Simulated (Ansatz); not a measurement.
`CB1C=C1` and `OCB1C=C1` differ in one atom or group.

Ansatz, PBE0-D4/def2-TZVP geometries, multiplicity 1. Each molecule was computed in one conformer, which needn't be the lowest.

| property | `CB1C=C1` |
| --- | --- |
| LUMO energy (B3LYP/def2-TZVPP) / eV | -0.32 |
| HOMO energy (PBE/def2-TZVPP) / eV | -6.24 |
| zero-point energy (PBE0-D4/def2-TZVP) / kJ/mol | 185.0 |
| HOMO–LUMO gap (ωB97M-V/def2-TZVPP) / eV | 11.92 |
| HOMO–LUMO gap (B3LYP/def2-TZVPP) / eV | 7.04 |
| HOMO–LUMO gap (PBE/def2-TZVPP) / eV | 5.04 |

(1) What does the change do to each property? (An estimate is asked.)

Answers

(1) Ansatz gave: 
```
                                      property  `OCB1C=C1`  shift
           LUMO energy (B3LYP/def2-TZVPP) / eV       -0.66  -0.34
             HOMO energy (PBE/def2-TZVPP) / eV       -5.96   0.28
zero-point energy (PBE0-D4/def2-TZVP) / kJ/mol       199.4   14.4
       HOMO–LUMO gap (ωB97M-V/def2-TZVPP) / eV       11.84  -0.08
         HOMO–LUMO gap (B3LYP/def2-TZVPP) / eV        6.73  -0.31
           HOMO–LUMO gap (PBE/def2-TZVPP) / eV        4.43  -0.61
```

With PBE0 the HOMO falls by 0.09 eV and the LUMO falls by 0.34 eV, so the gap narrows by about 0.25 eV. PBE moves the HOMO by 0.28 eV and ωB97M-V by -0.26 eV. The zero-point energy changes by 14.4 kJ/mol with +3 modes.

B3LYP here is the variant with VWN-RPA as its local correlation; programs differ in this.
